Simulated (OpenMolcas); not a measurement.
**What dynamic correlation does to the levels of Al III**

- Program: OpenMolcas 26.06
- Basis: ANO-RCC-VTZP [5s4p2d1f]
- Scalar Hamiltonian: DKH2, point nucleus
- Active space: 1 electron in 4 orbitals (3s 3p)
- State averaging: 2S+1 = 2 even, 1 root; 2S+1 = 2 odd, 3 roots
- Spin-orbit coupling: state interaction with AMFI integrals over the reference wave functions, term energies averaged over their components

Methods on the same reference wave functions:
A. CASSCF
B. SS-CASPT2, IPEA 0.25 Eh, imaginary shift 0.1 Eh (closed shells correlated: 2s 2p)
C. XMS-CASPT2, IPEA 0.25 Eh, imaginary shift 0.1 Eh (closed shells correlated: 2s 2p)

Energies in cm⁻¹ above 3s ²S_1/2, the measured ground level; measured values from NIST levels in Kelleher and Podobedova, J. Phys. Chem. Ref. Data 37, 709 (2008).

```tsv
Level	A	B	C	Measured
3s ²S_1/2	0.0	0.0	0.0	0.0
3p ²P°_1/2	52828	53514	53478	53683
3p ²P°_3/2	53019	53705	53669	53917
```

Deviations, from unrounded energies. A percentage is the sum of absolute deviations over the sum of measured energies, with the sign that they share, or ± where signs differ.

| Against measurement | Levels | A | B | C |
| --- | --- | --- | --- | --- |
| mean absolute deviation (cm-1) | 2 | 880 | 190 | 230 |
| other configurations (%) | 2 | -1.6 | -0.4 | -0.4 |

B lies closest to measurement on these levels and A furthest from it. The largest miss of B in the table is 3p ²P°_3/2, by -210 cm-1. The ranking rests on the paired levels alone, and a cruder setting can come out closer through cancelling errors.

Between B and C the level of the table that moves most is 3p ²P°_1/2, by 36 cm-1 (lowest in C, highest in B).

The lowest spin-free term lies below A's lowest term by 0.206 hartree in B, 0.206 hartree in C.

With one active electron the reference holds no correlation, so core polarisation is missing (holds for A). With one active electron, CASPT2 adds the correlation within the correlated inactive shells and between them and that electron, and leaves the splitting within a term as the reference gives it (holds for B; C). Computed and measured levels are paired by configuration, term and J; levels that our copy of the source lacks, or whose pairing is in doubt (as where it misses far off the trend of its configuration), stay unpaired and out of the deviations. Levels of configurations outside the active space are missing.

° marks odd parity.
